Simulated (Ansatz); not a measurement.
Ansatz (a first-principles code) input (B3LYP/def2-TZVPD):

Ansatz 0.2 input:
```yaml
crystal:
  periodic: [false, false, false]
  atoms:
    - {symbol: In, position_ang: [0.94616280, -0.21979114, -0.32751983]}
    - {symbol: Br, position_ang: [-0.75500363, 1.81368730, -1.15238136]}
    - {symbol: Br, position_ang: [-0.56962429, -1.50597971, 1.61090912]}
basis:
  gaussian:
    orbitals: def2-TZVPD
hamiltonian:
  xc: {name: B3LYP}
total_charge: -1
output: {forces: true}
```

End of the output:

```
1418 factors; their error is unknown
mean field: 1.09 GiB planned
mean field evaluation 1: about -145275.1850 eV, gradient 2.0e1 eV
mean field evaluation 2: about -145275.1255 eV, gradient 1.9e1 eV
mean field evaluation 4: about -145275.5728 eV, gradient 1.7e-1 eV
mean field evaluation 8: about -145276.1198 eV, gradient 4.2e-1 eV
mean field evaluation 16: about -145276.1200 eV, gradient 6.7e-5 eV
mean field -145276.11995335 eV, -5338.7989365946 hartree, gradient 6.7e-5 eV, S^2 0.000000; 0 other end points of the search recorded, 0 dependent functions left out
the calculation of the forces begins
reference -145276.12017708 eV, -5338.7989448167 hartree; 46, 46 occupied and 124, 124 virtual orbitals, 1418 factors
Total energy: -145276.12017708 eV, -5338.7989448167 hartree
Atom 0 at     0.946163    -0.219791    -0.327520 Å, force     0.010466    -0.002431    -0.003623 eV/Å
Atom 1 at    -0.755004     1.813687    -1.152381 Å, force    -0.006654     0.026666    -0.019373 eV/Å
Atom 2 at    -0.569624    -1.505980     1.610909 Å, force    -0.003812    -0.024235     0.022996 eV/Å
Dipole moment:     0.634056    -0.147290    -0.219482 e Å
```
